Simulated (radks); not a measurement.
Question: The mean radii <r> (bohr) of the occupied orbitals of an atom or ion are listed with their occupations. All-electron calculation, Dirac Kohn-Sham, LDA (Slater exchange, Perdew-Wang correlation), spin-unpolarised, spherical densities, point nucleus. Program: a radial shooting solver on a logarithmic mesh with Libxc functionals.

orbital  occ.      <r>
1s1/2       2  0.03188
2s1/2       2   0.1381
2p1/2       2   0.1172
2p3/2       4   0.1222
3s1/2       2   0.3797
3p1/2       2   0.3716
3p3/2       4   0.3824
3d3/2       4   0.3557
3d5/2       6   0.3592
4s1/2       1   0.9401
4p1/2       2    1.011
4p3/2       4    1.043
4d3/2       4    1.415
4d5/2       6    1.436

Name the element and its charge. Open shells, if any, fill j = l - 1/2 first.

Answer: Z = 46, palladium, charge +1: Pd+ in [Ar] 3d10 4s1 4p6 4d10. The 1s radius gives Z: for a bare nucleus <r> = (2 gamma + 1)/(2Z) with gamma = sqrt(1 - (Z/c)^2), 0.03135 bohr for Z = 46, and screening makes it slightly larger (0.03188 here). The occupations add up to 45, and the charge is Z minus that.
